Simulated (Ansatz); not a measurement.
Ansatz (a quantum-chemistry and plane-wave program) input (B3LYP-D3(BJ)/def2-TZVP):

Ansatz 0.2 input:
```yaml
crystal:
  periodic: [false, false, false]
  atoms:
    - {symbol: Pb, position_ang: [-0.00000000, -0.00000000, -0.42772181]}
    - {symbol: Cl, position_ang: [0.00000000, 0.00000000, 2.06312872]}
basis:
  gaussian:
    orbitals: def2-TZVP
hamiltonian:
  xc: b3lyp
  dispersion: d3bj
magnetization: {spin_polarized: true, initial_magnetization: 1}
phonons: {temperatures: {t_min: 298.15, t_max: 298.15, t_step: 100}}
```

Output:

```
Functional definition: B3LYP
integrals: 0.02 GiB planned
693 factors; their error is unknown
mean field: 0.32 GiB planned
mean field evaluation 1: about -17773.5150 eV, gradient 1.4e1 eV
mean field evaluation 2: about -17767.1561 eV, gradient 3.6e1 eV
mean field evaluation 4: about -17774.6975 eV, gradient 1.1e0 eV
mean field evaluation 8: about -17774.7676 eV, gradient 3.2e-2 eV
mean field evaluation 16: about -17774.7676 eV, gradient 3.3e-5 eV
mean field -17774.76760329 eV, -653.2106612506 hartree, gradient 1.0e-5 eV, S^2 0.751622; 1 other end points of the search recorded, 0 dependent functions left out
the calculation of the forces begins
reference -17774.76779836 eV, -653.2106684193 hartree; 20, 19 occupied and 67, 68 virtual orbitals, 693 factors
these checks for a lower state are left out or cut short: stability, starts, cluster_reference, orbital_swaps, neighbouring_geometries, increment
integrals: 0.02 GiB planned
693 factors; their error is unknown
mean field: 0.32 GiB planned
mean field evaluation 32: about -17774.7676 eV, gradient 1.1e-6 eV
mean field -17774.76760330 eV, -653.2106612509 hartree, gradient 2.2e-7 eV, S^2 0.751622; 0 other end points of the search recorded, 0 dependent functions left out
the calculation of the forces begins
reference -17774.76779837 eV, -653.2106684196 hartree; 20, 19 occupied and 67, 68 virtual orbitals, 693 factors
these checks for a lower state are left out or cut short: stability, starts, cluster_reference, orbital_swaps, neighbouring_geometries, increment
integrals: 0.02 GiB planned
693 factors; their error is unknown
mean field: 0.32 GiB planned
mean field -17774.76760330 eV, -653.2106612509 hartree, gradient 2.2e-7 eV, S^2 0.751622; 0 other end points of the search recorded, 0 dependent functions left out
the calculation of the forces begins
reference -17774.76779837 eV, -653.2106684196 hartree; 20, 19 occupied and 67, 68 virtual orbitals, 693 factors
these checks for a lower state are left out or cut short: stability, starts, cluster_reference, orbital_swaps, neighbouring_geometries, increment
integrals: 0.02 GiB planned
693 factors; their error is unknown
mean field: 0.32 GiB planned
mean field -17774.76760330 eV, -653.2106612509 hartree, gradient 3.8e-7 eV, S^2 0.751622; 0 other end points of the search recorded, 0 dependent functions left out
the calculation of the forces begins
reference -17774.76779837 eV, -653.2106684196 hartree; 20, 19 occupied and 67, 68 virtual orbitals, 693 factors
these checks for a lower state are left out or cut short: stability, starts, cluster_reference, orbital_swaps, neighbouring_geometries, increment
integrals: 0.02 GiB planned
693 factors; their error is unknown
mean field: 0.32 GiB planned
mean field -17774.76760330 eV, -653.2106612509 hartree, gradient 3.8e-7 eV, S^2 0.751622; 0 other end points of the search recorded, 0 dependent functions left out
the calculation of the forces begins
reference -17774.76779837 eV, -653.2106684196 hartree; 20, 19 occupied and 67, 68 virtual orbitals, 693 factors
these checks for a lower state are left out or cut short: stability, starts, cluster_reference, orbital_swaps, neighbouring_geometries, increment
integrals: 0.02 GiB planned
693 factors; their error is unknown
mean field: 0.32 GiB planned
mean field -17774.76755597 eV, -653.2106595117 hartree, gradient 8.5e-7 eV, S^2 0.751621; 0 other end points of the search recorded, 0 dependent functions left out
the calculation of the forces begins
reference -17774.76775099 eV, -653.2106666785 hartree; 20, 19 occupied and 67, 68 virtual orbitals, 693 factors
these checks for a lower state are left out or cut short: stability, starts, cluster_reference, orbital_swaps, neighbouring_geometries, increment
integrals: 0.02 GiB planned
693 factors; their error is unknown
mean field: 0.31 GiB planned
mean field evaluation 64: about -17774.7044 eV, gradient 4.8e-5 eV
mean field -17774.76758751 eV, -653.2106606708 hartree, gradient 8.5e-7 eV, S^2 0.751622; 0 other end points of the search recorded, 0 dependent functions left out
the calculation of the forces begins
reference -17774.76778263 eV, -653.2106678414 hartree; 20, 19 occupied and 67, 68 virtual orbitals, 693 factors
these checks for a lower state are left out or cut short: stability, starts, cluster_reference, orbital_swaps, neighbouring_geometries, increment
integrals: 0.02 GiB planned
693 factors; their error is unknown
mean field: 0.32 GiB planned
mean field -17774.76760330 eV, -653.2106612509 hartree, gradient 2.2e-7 eV, S^2 0.751622; 0 other end points of the search recorded, 0 dependent functions left out
the calculation of the forces begins
reference -17774.76779837 eV, -653.2106684196 hartree; 20, 19 occupied and 67, 68 virtual orbitals, 693 factors
these checks for a lower state are left out or cut short: stability, starts, cluster_reference, orbital_swaps, neighbouring_geometries, increment
integrals: 0.02 GiB planned
693 factors; their error is unknown
mean field: 0.32 GiB planned
mean field -17774.76760330 eV, -653.2106612509 hartree, gradient 2.2e-7 eV, S^2 0.751622; 0 other end points of the search recorded, 0 dependent functions left out
the calculation of the forces begins
reference -17774.76779837 eV, -653.2106684196 hartree; 20, 19 occupied and 67, 68 virtual orbitals, 693 factors
these checks for a lower state are left out or cut short: stability, starts, cluster_reference, orbital_swaps, neighbouring_geometries, increment
integrals: 0.02 GiB planned
693 factors; their error is unknown
mean field: 0.32 GiB planned
mean field -17774.76760330 eV, -653.2106612509 hartree, gradient 3.8e-7 eV, S^2 0.751622; 0 other end points of the search recorded, 0 dependent functions left out
the calculation of the forces begins
reference -17774.76779837 eV, -653.2106684196 hartree; 20, 19 occupied and 67, 68 virtual orbitals, 693 factors
these checks for a lower state are left out or cut short: stability, starts, cluster_reference, orbital_swaps, neighbouring_geometries, increment
integrals: 0.02 GiB planned
693 factors; their error is unknown
mean field: 0.32 GiB planned
mean field evaluation 96: about -17774.7676 eV, gradient 1.1e-6 eV
mean field -17774.76760330 eV, -653.2106612509 hartree, gradient 3.8e-7 eV, S^2 0.751622; 0 other end points of the search recorded, 0 dependent functions left out
the calculation of the forces begins
reference -17774.76779837 eV, -653.2106684196 hartree; 20, 19 occupied and 67, 68 virtual orbitals, 693 factors
these checks for a lower state are left out or cut short: stability, starts, cluster_reference, orbital_swaps, neighbouring_geometries, increment
integrals: 0.02 GiB planned
693 factors; their error is unknown
mean field: 0.31 GiB planned
mean field -17774.76758751 eV, -653.2106606708 hartree, gradient 8.5e-7 eV, S^2 0.751622; 0 other end points of the search recorded, 0 dependent functions left out
the calculation of the forces begins
reference -17774.76778263 eV, -653.2106678414 hartree; 20, 19 occupied and 67, 68 virtual orbitals, 693 factors
these checks for a lower state are left out or cut short: stability, starts, cluster_reference, orbital_swaps, neighbouring_geometries, increment
integrals: 0.02 GiB planned
693 factors; their error is unknown
mean field: 0.32 GiB planned
mean field -17774.76755597 eV, -653.2106595117 hartree, gradient 8.5e-7 eV, S^2 0.751621; 0 other end points of the search recorded, 0 dependent functions left out
the calculation of the forces begins
reference -17774.76775099 eV, -653.2106666785 hartree; 20, 19 occupied and 67, 68 virtual orbitals, 693 factors
Total energy: -17774.84966017 eV, -653.2136767856 hartree
Atom 0 at    -0.000000    -0.000000    -0.427722 Å, force     0.000000    -0.000000    -0.001823 eV/Å
Atom 1 at     0.000000     0.000000     2.063129 Å, force    -0.000000     0.000000     0.001823 eV/Å
Dipole moment:     0.000000    -0.000000    -0.766592 e Å
Vibrations: 301.31 cm⁻¹, zero-point energy 0.018679 eV
```
